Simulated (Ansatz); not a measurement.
Computed with CAM-B3LYP-D3(BJ)/def2-TZVP (Ansatz, a first-principles code). No frequencies were computed at this level.

Ansatz 0.2 input:
```yaml
crystal:
  periodic: [false, false, false]
  atoms:
    - { symbol: N, position_ang: [-1.733682, -0.559099, -0.392158] }
    - { symbol: Sn, position_ang: [0.013492, 0.314853, 0.035597] }
    - { symbol: N, position_ang: [1.675525, -0.777832, 0.24335] }
    - { symbol: F, position_ang: [-0.337133, 1.316391, 1.683649] }
    - { symbol: F, position_ang: [0.462769, 1.623848, -1.353077] }
    - { symbol: H, position_ang: [-2.50005, 0.005769, -0.033869] }
    - { symbol: H, position_ang: [-1.8584, -0.632194, -1.397242] }
    - { symbol: H, position_ang: [1.788371, -1.076346, 1.207853] }
    - { symbol: H, position_ang: [2.489108, -0.215391, 0.005897] }
basis:
  gaussian: { orbitals: def2-tzvp }
hamiltonian:
  xc: cam_b3lyp
  dispersion: d3bj
relax:
  max_steps: 150
```

Output:

```
Functional definition: CAM-B3LYP
1230 factors; their error is unknown
354 factors; integrals over basis functions are off by at most 1.3e-6 eV
mean field evaluation 1: about -14300.8027 eV, gradient 8.8e1 eV
mean field evaluation 2: about -14291.9688 eV, gradient 1.1e2 eV
mean field evaluation 4: about -14313.6262 eV, gradient 3.6e0 eV
mean field evaluation 8: about -14313.6449 eV, gradient 2.5e-2 eV
mean field evaluation 16: about -14313.7083 eV, gradient 8.0e-5 eV
mean field -14313.70832006 eV, -526.0190785824 hartree, gradient 4.0e-5 eV, S^2 0.000000; 0 other end points of the search recorded, 0 dependent functions left out
reference -14313.70845632 eV, -526.0190835898 hartree; 29, 29 occupied and 169, 169 virtual orbitals, 1230 factors
relax step   1: F+E_penalty+E_count = -14313.84365316 eV  Δ(F+E_penalty+E_count) = +0.000e0 eV  max|allowed force component| = 9.831e-1 eV/Å  Δτ_max = 0.0000 Å  (30 SCF iters, accepted)
these checks for a lower state are left out or cut short: starts, cluster_reference, orbital_swaps, neighbouring_geometries, increment
1230 factors; their error is unknown
354 factors; integrals over basis functions are off by at most 1.2e-6 eV
mean field -14313.77315555 eV, -526.0214612427 hartree, gradient 1.1e-5 eV, S^2 0.000000; 0 other end points of the search recorded, 0 dependent functions left out
reference -14313.77329205 eV, -526.0214662590 hartree; 29, 29 occupied and 169, 169 virtual orbitals, 1230 factors
relax step   2: F+E_penalty+E_count = -14313.90893039 eV  Δ(F+E_penalty+E_count) = -6.528e-2 eV  max|allowed force component| = 2.235e-1 eV/Å  Δτ_max = 0.0528 Å  (33 SCF iters, accepted)
these checks for a lower state are left out or cut short: starts, cluster_reference, orbital_swaps, neighbouring_geometries, increment
1230 factors; their error is unknown
354 factors; integrals over basis functions are off by at most 1.2e-6 eV
mean field evaluation 32: about -14313.7861 eV, gradient 1.2e-5 eV
mean field -14313.78611636 eV, -526.0219375435 hartree, gradient 1.2e-5 eV, S^2 0.000000; 0 other end points of the search recorded, 0 dependent functions left out
reference -14313.78625342 eV, -526.0219425805 hartree; 29, 29 occupied and 169, 169 virtual orbitals, 1230 factors
relax step   3: F+E_penalty+E_count = -14313.92194334 eV  Δ(F+E_penalty+E_count) = -1.301e-2 eV  max|allowed force component| = 2.612e-1 eV/Å  Δτ_max = 0.0875 Å  (33 SCF iters, accepted)
these checks for a lower state are left out or cut short: starts, cluster_reference, orbital_swaps, neighbouring_geometries, increment
1230 factors; their error is unknown
354 factors; integrals over basis functions are off by at most 1.1e-6 eV
mean field -14313.78801588 eV, -526.0220073496 hartree, gradient 2.1e-5 eV, S^2 0.000000; 0 other end points of the search recorded, 0 dependent functions left out
reference -14313.78815352 eV, -526.0220124079 hartree; 29, 29 occupied and 169, 169 virtual orbitals, 1230 factors
relax step   4: F+E_penalty+E_count = -14313.92408775 eV  Δ(F+E_penalty+E_count) = -2.144e-3 eV  max|allowed force component| = 4.216e-1 eV/Å  Δτ_max = 0.1788 Å  (33 SCF iters, accepted)
these checks for a lower state are left out or cut short: starts, cluster_reference, orbital_swaps, neighbouring_geometries, increment
1230 factors; their error is unknown
354 factors; integrals over basis functions are off by at most 1.1e-6 eV
mean field -14313.79893092 eV, -526.0224084698 hartree, gradient 9.0e-6 eV, S^2 0.000000; 0 other end points of the search recorded, 0 dependent functions left out
reference -14313.79906844 eV, -526.0224135238 hartree; 29, 29 occupied and 169, 169 virtual orbitals, 1230 factors
relax step   5: F+E_penalty+E_count = -14313.93515391 eV  Δ(F+E_penalty+E_count) = -1.107e-2 eV  max|allowed force component| = 4.282e-2 eV/Å  Δτ_max = 0.1578 Å  (33 SCF iters, accepted)
these checks for a lower state are left out or cut short: starts, cluster_reference, orbital_swaps, neighbouring_geometries, increment
1230 factors; their error is unknown
354 factors; integrals over basis functions are off by at most 1.1e-6 eV
mean field -14313.80138115 eV, -526.0224985143 hartree, gradient 1.2e-5 eV, S^2 0.000000; 0 other end points of the search recorded, 0 dependent functions left out
reference -14313.80151885 eV, -526.0225035745 hartree; 29, 29 occupied and 169, 169 virtual orbitals, 1230 factors
relax step   6: F+E_penalty+E_count = -14313.93752581 eV  Δ(F+E_penalty+E_count) = -2.372e-3 eV  max|allowed force component| = 2.130e-2 eV/Å  Δτ_max = 0.0384 Å  (34 SCF iters, accepted)
these checks for a lower state are left out or cut short: starts, cluster_reference, orbital_swaps, neighbouring_geometries, increment
1230 factors; their error is unknown
354 factors; integrals over basis functions are off by at most 1.1e-6 eV
mean field -14313.80162130 eV, -526.0225073396 hartree, gradient 1.2e-5 eV, S^2 0.000000; 0 other end points of the search recorded, 0 dependent functions left out
reference -14313.80175900 eV, -526.0225123999 hartree; 29, 29 occupied and 169, 169 virtual orbitals, 1230 factors
relax step   7: F+E_penalty+E_count = -14313.93772243 eV  Δ(F+E_penalty+E_count) = -1.966e-4 eV  max|allowed force component| = 5.868e-3 eV/Å  Δτ_max = 0.0129 Å  (35 SCF iters, accepted)
these checks for a lower state are left out or cut short: starts, cluster_reference, orbital_swaps, neighbouring_geometries, increment
1230 factors; their error is unknown
354 factors; integrals over basis functions are off by at most 1.1e-6 eV
mean field evaluation 64: about -14313.8017 eV, gradient 1.3e-4 eV
mean field -14313.80168314 eV, -526.0225096123 hartree, gradient 1.2e-5 eV, S^2 0.000000; 0 other end points of the search recorded, 0 dependent functions left out
reference -14313.80182084 eV, -526.0225146724 hartree; 29, 29 occupied and 169, 169 virtual orbitals, 1230 factors
relax step   8: F+E_penalty+E_count = -14313.93775787 eV  Δ(F+E_penalty+E_count) = -3.543e-5 eV  max|allowed force component| = 2.496e-2 eV/Å  Δτ_max = 0.0126 Å  (35 SCF iters, accepted)
these checks for a lower state are left out or cut short: starts, cluster_reference, orbital_swaps, neighbouring_geometries, increment
1230 factors; their error is unknown
354 factors; integrals over basis functions are off by at most 1.1e-6 eV
mean field -14313.80169701 eV, -526.0225101219 hartree, gradient 1.2e-5 eV, S^2 0.000000; 0 other end points of the search recorded, 0 dependent functions left out
reference -14313.80183472 eV, -526.0225151826 hartree; 29, 29 occupied and 169, 169 virtual orbitals, 1230 factors
relax step   9: F+E_penalty+E_count = -14313.93774802 eV  Δ(F+E_penalty+E_count) = +9.844e-6 eV  max|allowed force component| = 1.907e-2 eV/Å  Δτ_max = 0.0058 Å  (36 SCF iters, rejected (line search))
these checks for a lower state are left out or cut short: starts, cluster_reference, orbital_swaps, neighbouring_geometries, increment
1230 factors; their error is unknown
354 factors; integrals over basis functions are off by at most 1.1e-6 eV
mean field -14313.80171077 eV, -526.0225106275 hartree, gradient 1.2e-5 eV, S^2 0.000000; 0 other end points of the search recorded, 0 dependent functions left out
reference -14313.80184848 eV, -526.0225156882 hartree; 29, 29 occupied and 169, 169 virtual orbitals, 1230 factors
relax step  10: F+E_penalty+E_count = -14313.93778389 eV  Δ(F+E_penalty+E_count) = -2.602e-5 eV  max|allowed force component| = 7.216e-4 eV/Å  Δτ_max = 0.0020 Å  (35 SCF iters, accepted)
1230 factors; their error is unknown
354 factors; integrals over basis functions are off by at most 1.1e-6 eV
mean field evaluation 96: about -14313.7380 eV, gradient 2.2e-2 eV
mean field -14313.80171077 eV, -526.0225106275 hartree, gradient 1.2e-5 eV, S^2 0.000000; 1 other end points of the search recorded, 0 dependent functions left out
reference -14313.80184848 eV, -526.0225156882 hartree; 29, 29 occupied and 169, 169 virtual orbitals, 1230 factors
Total energy: -14313.93792160 eV, -526.0275162831 hartree
Atom 0 at    -1.669156    -0.510282    -0.306753 Å, force     0.000475     0.000364     0.000456 eV/Å
Atom 1 at     0.019685     0.459949     0.051531 Å, force    -0.000031    -0.000352    -0.000083 eV/Å
Atom 2 at     1.617051    -0.704586     0.170764 Å, force    -0.000428     0.000512    -0.000262 eV/Å
Atom 3 at    -0.352482     1.498139     1.612332 Å, force    -0.000265    -0.000255     0.000085 eV/Å
Atom 4 at     0.492986     1.781832    -1.245032 Å, force     0.000227    -0.000260    -0.000151 eV/Å
Atom 5 at    -2.508308     0.026271    -0.139322 Å, force    -0.000702    -0.000051     0.000177 eV/Å
Atom 6 at    -1.729175    -0.975494    -1.200915 Å, force     0.000105     0.000120    -0.000385 eV/Å
Atom 7 at     1.629351    -1.358667     0.939907 Å, force    -0.000103    -0.000013     0.000353 eV/Å
Atom 8 at     2.500048    -0.217164     0.117489 Å, force     0.000722    -0.000065    -0.000191 eV/Å
Dipole moment:    -0.023780    -0.556181    -0.062311 e Å
```

Cost: around 120 core-seconds (rough).
